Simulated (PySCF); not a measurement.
Species: C₃H₈BFO.
Atom-mapped SMILES: `[CH3:1][CH2:2][B:3]([F:4])[O:5][CH3:6]` (hydrogens: H7, H8, H9 on C1; H10, H11 on C2; H12, H13, H14 on C6)

Cartesian coordinates in Å at the PBE0-D3(BJ)/def2-SVP level; atoms count from 1:
```
atom  x, y, z in Å
C1    -1.9502   -0.1985    0.6061
C2    -1.2913    0.0613   -0.7414
B3     0.2737    0.1401   -0.7242
F4     0.9394    0.3974   -1.8602
O5     0.9710   -0.0473    0.4117
C6     2.3739    0.0229    0.4912
H7    -1.6005   -1.1455    1.0447
H8    -1.7046    0.5938    1.3295
H9    -3.0469   -0.2506    0.5270
H10   -1.5708   -0.7164   -1.4765
H11   -1.6625    1.0003   -1.1921
H12    2.8341    0.2302   -0.4865
H13    2.6575    0.8190    1.1967
H14    2.7632   -0.9320    0.8758
```

Theory: PBE0-D3(BJ)/def2-SVP geometry optimisation, gas phase (PySCF 2.14.0).

Take the most abundant isotopes and a rigid rotor. The values belong to one conformer with, in the numbering `[CH3:1][CH2:2][B:3]([F:4])[O:5][CH3:6]`, C1–C2–B3–F4 -178°, C2–B3–O5–C6 -179°.

Question: What are A, B and C (cm⁻¹)?

Answer: Ia = 94.10, Ib = 207.99, Ic = 292.67 u·Å²; 505379 MHz·u·Å²/I gives 5370, 2430 and 1727 MHz, that is A = 0.17914, B = 0.08105, C = 0.05760 cm⁻¹.

Question: What kind of rotor is it?

Answer: An asymmetric top. Ray's parameter κ = (2B − A − C)/(A − C) = -0.614; −1 is the prolate and +1 the oblate limit.

Question: What does the inertial defect say?

Answer: Not planar: Δ = Ic − Ia − Ib = -9.42 u·Å². For a rigid frame Δ = −2 Σ m c², so Σ m c² = 4.71 u·Å² lies off the ab plane: 4.70 from hydrogen and 0.01 from heavier atoms. The atom farthest from that plane is 0.91 Å away.

Question: Give the other two planar moments, Paa and Pbb, and the rms extents of the mass along the axes.

Answer: Paa = Σ m a² = (Ib + Ic − Ia)/2 = 203.28 and Pbb = Σ m b² = (Ia + Ic − Ib)/2 = 89.39 u·Å². With the mass M = 90.07 u, the rms extents √(P/M) along a, b and c are 1.50, 1.00, 0.23 Å.

Question: Where do the levels up to J = 3 lie, in cm⁻¹?

Answer: Above 0(0,0):
J = 1: 1(0,1) 0.1387, 1(1,1) 0.2367, 1(1,0) 0.2602
J = 2: 2(0,2) 0.4122, 2(1,2) 0.4906, 2(1,1) 0.5609, 2(2,1) 0.8552, 2(2,0) 0.8589
J = 3: 3(0,3) 0.8139, 3(1,3) 0.8692, 3(1,2) 1.0095, 3(2,2) 1.2712, 3(2,1) 1.2892, 3(3,1) 1.8224, 3(3,0) 1.8228
Those of J = 1 are B + C, A + C and A + B.

Question: Predict some low-J microwave lines.

Answer: The dipole components are |μa| = 0.74 D, |μb| = 0.65 D, |μc| = 0.00 D; the mirror of this Cs structure is the ab plane, so μc vanishes by symmetry (the 0.01 D computed is a residue) and there are no c-type lines. Intensities carry the squares of the components, which stand as 1.00 : 0.76 (a : b). Some lines, for components of 0.1 D or more:

```tsv
type	branch	J(Ka,Kc)	MHz	lower level (cm⁻¹)
a	Q	1(1,0) ← 1(1,1)	703	0.237
b	R	4(2,2) ← 3(3,1)	1533	1.822
b	Q	1(1,0) ← 1(0,1)	3644	0.139
a	R	1(0,1) ← 0(0,0)	4157	0.000
a	Q	3(1,2) ← 3(1,3)	4207	0.869
b	Q	2(1,1) ← 2(0,2)	4458	0.412
a	R	2(0,2) ← 1(0,1)	8202	0.139
b	R	4(1,3) ← 3(2,2)	9929	1.271
b	Q	3(2,2) ← 3(1,3)	12051	0.869
b	R	4(0,4) ← 3(1,3)	13988	0.869
a	R	4(1,3) ← 3(1,2)	17773	1.010
b	R	2(2,1) ← 1(1,0)	17838	0.260
b	R	3(2,1) ← 2(1,2)	23942	0.491
b	R	4(2,3) ← 3(1,2)	24383	1.010
b	R	4(3,2) ← 3(2,1)	32805	1.289
```

Question: Estimate the classical rotational partition function at 100 K, 298.15 K and 500 K.

Answer: Point group Cs, symmetry number σ = 1; q = (√π/σ)·√((kT/h)³/(ABC)), k/h = 20836.6 MHz/K: 35500 at 100 K, 183000 at 298.15 K, 397000 at 500 K.

Stationary, but not proved a minimum. Zero-point vibration and centrifugal distortion are left out. A rigid rotor knows nothing of internal rotation, which can split or shift real lines. Quadrupole hyperfine structure (11B) is left out.
